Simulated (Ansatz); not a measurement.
System: GaH$_{3}$, charge 0, singlet. GaH3 (SMILES [GaH3]).
B3LYP-D3(BJ)/def2-TZVP minimum from Ansatz (a quantum-chemistry and plane-wave program):
```
Ga
H 1 1.5699
H 1 1.5699 2 120.00
H 1 1.5699 2 120.00 3 -180.00
```

Total energies in cc-pVQZ, 6 correlated electrons, 14 frozen orbitals. Open shells are spin-unrestricted; no spin-orbit coupling. Correlated methods leave the cores frozen (noble-gas shells, and filled d and f shells in the p block). No relativity.

```tsv
method	program	energy (Eh)	minus CCSDT(Q) (mEh)
HF	Ansatz	-1925.00524	120.82
MP2	Ansatz	-1925.10314	22.92
CCSD	Ansatz	-1925.12376	2.30
CCSD(T)	Ansatz	-1925.12561	0.45
CCSDT(Q)	Ansatz	-1925.12606	0.00
```

Rough core times of Ansatz's runs on a shared machine: CCSD(T) under 20 s, CCSDT(Q) 6 min.
